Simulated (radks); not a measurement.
Values are calculated unless marked as measured or tabulated.
Species: neutral copper. Configuration: [Ar] 3d9 4s1 4p1 (not the ground configuration).

Code: a radial shooting solver on a logarithmic mesh with Libxc functionals. Model: Dirac Kohn-Sham, BLYP, spin-unpolarised, spherical densities, finite nucleus; open shells are shared between the two j in proportion to 2j + 1; Fermi nuclear charge, rms radius 3.8823 fm.

Energy parts (eV):
| part | energy |
|---|---|
| total | -45035.004 |
| kinetic | 45818.716 |
| electron-nucleus | -108352.856 |
| Hartree | 19339.869 |
| exchange-correlation | -1840.733 |

Orbitals (lengths in bohr, moments of r in powers of bohr; <r^-3> diverges for s and p1/2; r(90%) holds 90 % of the orbital's charge):
| orbital | occ. | eigenvalue (eV) | <r^-3> | <r^2> | <1/r> | r(90%) | small-component weight |
|---|---|---|---|---|---|---|---|
| 1s1/2 | 2 | -8858.719 | - | 0.003656 | 29.16 | 0.0931 | 1.09e-02 |
| 2s1/2 | 2 | -1070.044 | - | 0.06524 | 6.358 | 0.364 | 2.07e-03 |
| 2p1/2 | 2 | -938.5298 | - | 0.05123 | 6.314 | 0.335 | 2.06e-03 |
| 2p3/2 | 4 | -918.0199 | 685.4 | 0.05278 | 6.173 | 0.339 | 2.02e-03 |
| 3s1/2 | 2 | -121.7851 | - | 0.5818 | 2.010 | 1.06 | 4.59e-04 |
| 3p1/2 | 2 | -80.9635 | - | 0.6430 | 1.878 | 1.14 | 4.12e-04 |
| 3p3/2 | 4 | -78.3454 | 88.10 | 0.6615 | 1.845 | 1.16 | 4.03e-04 |
| 3d3/2 | 3.6 | -11.6667 | 8.340 | 1.206 | 1.447 | 1.67 | 2.69e-04 |
| 3d5/2 | 5.4 | -11.3709 | 8.128 | 1.228 | 1.437 | 1.68 | 2.66e-04 |
| 4s1/2 | 1 | -7.1316 | - | 8.053 | 0.4979 | 4.03 | 3.96e-05 |
| 4p1/2 | 0.333333 | -2.1014 | - | 18.54 | 0.3358 | 6.30 | 1.78e-05 |
| 4p3/2 | 0.666667 | -2.0294 | 2.434 | 19.19 | 0.3297 | 6.41 | 1.72e-05 |

The highest occupied level is 4p3/2 at -2.029 eV. The density falls to 0.001 e/bohr^3 at r = 4.50 bohr. Summed over all electrons, <r^2> = 43.54 bohr^2, which gives a Langevin (diamagnetic) susceptibility term of -34.5 x 10^-6 cm^3/mol.
